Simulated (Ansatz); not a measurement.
Reactions of ClF2GeHSe (`[F][Ge]([F])([Cl])[SeH]`).

Gas-phase electronic energies from Ansatz, PBE0-D4/def2-TZVP geometries. CBS: MP2 limit from def2 TZ/QZ plus the TZ coupled-cluster correction, frozen cores. This one scheme is used for every species. For Br, Ge, Se outer-core shells are correlated without core-valence functions, which leaves a few kJ/mol of doubt a bond. Scalar relativity is left out up to krypton. One conformer a species, not always the lowest.

Q: Order these by ΔE at CCSD(T)/CBS, lowest first. (Estimate.)
A. `[F][Ge]([F])([Cl])[SeH]` + HBr → `[F][Ge]([F])([Cl])[Br]` + H₂Se
B. `[F][Ge]([F])([Cl])[SeH]` + H₂ → `[F][GeH]([F])[Cl]` + H₂Se
C. `[F][Ge]([F])([Cl])[SeH]` + `F[SiH](F)F` → `F[Si](F)(F)[SeH]` + `[F][GeH]([F])[Cl]`
D. `[F][Ge]([F])([Cl])[SeH]` + H₂S → `[F][Ge]([F])([SH])[Cl]` + H₂Se
E. `[F][Ge]([F])([Cl])[SeH]` + BH₃ → `B[SeH]` + `[F][GeH]([F])[Cl]`

A: E (-10.7 kcal/mol), A (-2.4 kcal/mol), C (+0.9 kcal/mol), D (+2.8 kcal/mol), B (+8.8 kcal/mol).

Largest T1 diagnostic: 0.013, for `B[SeH]`.
